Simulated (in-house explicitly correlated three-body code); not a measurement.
Computed with an exponentially correlated three-body code. Model: two electrons around a point charge, non-relativistic, variational in 260 exponentially correlated functions (energies converged to about 1e-7 hartree, or 1e-8 relative for large Z).

Command:
```bash
python run_hyl.py task.json out
```
Settings (lengths in bohr, energies in hartree):
```
Z                      1
nuclear_mass           10
interaction_strength   1
functions              260
states_tried           1
```

Cost of the run: 3.2 s on 1 thread of Intel(R) Xeon(R) Platinum 8259CL CPU @ 2.50GHz (Skylake/Cascade Lake) (shared host).

**Ground state only, binding against the one-electron ion.**

Given: nuclear charge 1; mass of the centre 10 electron masses.

Computed: one-electron threshold -0.454545455 hartree.

```
term  energy (hartree)  binding (eV)
1 1S      -0.477483746       0.62418
```

**Converged states only, values per electron or pair.**

| term | mean r (bohr) | mean r squared (bohr²) | mean inverse r (1/bohr) | mean r12 (bohr) | mean inverse r12 (1/bohr) | mean cosine | mean p1 dot p2 (bohr⁻²) | delta r1 (bohr⁻³) | delta r12 (bohr⁻³) |
| --- | --- | --- | --- | --- | --- | --- | --- | --- | --- |
| 1 1S | 3.0519 | 15.318 | 0.61648 | 4.9448 | 0.27799 | -0.080708 | 0.018821 | 0.12323 | 0.0018293 |
